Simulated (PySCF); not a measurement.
Ga(Cl)2(SeH) (Cl2GaHSe), SMILES [Cl][Ga]([Cl])[SeH].

The structure is a stationary point at PBE0-D3(BJ)/def2-SVP. The structure was generated by enumeration; whether it is a known compound was not checked. One conformer was computed; it need not be the lowest.

These are IEF-PCM-PBE0/def2-SVP run with PySCF 2.14.0 values and carry that method's errors.

The values are the electrostatic part of the solvation free energy, E(continuum) − E(gas) at the gas-phase geometry, in a cavity of scaled van der Waals radii (PySCF's table); cavitation and dispersion terms are not included. A continuum can't describe solvent molecules that bind to the metal. In vacuum the orbital gap is 6.29 eV. The dipole moment in vacuum is 1.65 D.

| solvent | ε | ΔG(elec) (kcal/mol) | dipole (D) | gap (eV) |
|---|---|---|---|---|
| water | 78.36 | -4.5 | 2.16 | 6.25 |
| ethylethanoate | 5.99 | -3.4 | 2.04 | 6.26 |
| 1-octanol | 9.86 | -3.9 | 2.09 | 6.26 |
